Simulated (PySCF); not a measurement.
## Identify the compound

The spectra below were simulated for a compound C₈H₁₄OSi.

1H NMR (500 MHz, computed): δ 6.95 (m, 1H), 6.44 (d, 1H), 4.12 (t, 3H), 2.65 (t, 2H), 1.56 (m, 1H), 1.09 (m, 2H), 0.74 (m, 2H), 0.73 (m, 2H).

13C{1H} NMR (computed): δ 205.4 (C), 166.9 (CH), 130.6 (CH), 42.4 (CH2), 20.2 (CH), 12.4 (CH2, 2C), 4.5 (CH2).

- geometry from GFN2-xTB
- σ from GIAO-PBE0/pcSseg-1
- run in PySCF 2.14
- one computed conformer, averaged over atoms made equivalent by symmetry, fast rotation or ring inversion, gas phase, non-relativistic Hamiltonian

References, each an isolated molecule treated in the same way: 1H, 13C vs TMS.

Choose the structure that fits.
A. CC(=O)[C@@H]1C[C@@]1([SiH3])C1CC1
B. O=C(/C=C/C1CC1)CC[SiH3]
C. C=C(/C=C\O/C=C/C)[SiH2]C

Answers

B. 

- Rings plus π bonds: 3 (1 ring in the answer).
- 7 carbon signals for 8 carbons: some carbons are equivalent by symmetry or fast rotation.
- Carbon types of the structure: 1 × C, 3 × CH, 4 × CH2, leaving 3 H on heteroatoms.
- δC 205.4: ketone carbonyl carbon; low-lying n→π* states of the double bond to the heteroatom give a large paramagnetic term (-272 ppm).
- δC 166.9: β carbon of a C=C–C=O unit; conjugation with the carbonyl draws π density from the β position.
- δC 130.6: α carbon of a C=C–C=O unit; as expected for a trigonal carbon in a double bond.
- δC 20.2, 12.4: three-membered-ring carbon; carbons of three-membered rings are unusually shielded.
- δH 2.65: hydrogen on an sp3 CH2 α to a carbonyl; α to C=O.

The others: CC(=O)[C@@H]1C[C@@]1([SiH3])C1CC1 would give 8 carbon signals, not 7; C=C(/C=C\O/C=C/C)[SiH2]C would give 8 carbon signals, not 7.

Shifts are as computed. Against solution values, carbons near 30 ppm lie about +3 ppm off and those near 130 ppm about +5 ppm. Of 1309 compounds with measured shifts, 239 miss one by over three times the rms of a fit or turn the order of signals round; such compounds aren't used in these exercises. Multiplicities follow the n + 1 count of equivalent neighbours, as no J values were calculated; m marks all less simple cases, F and P coupling included.
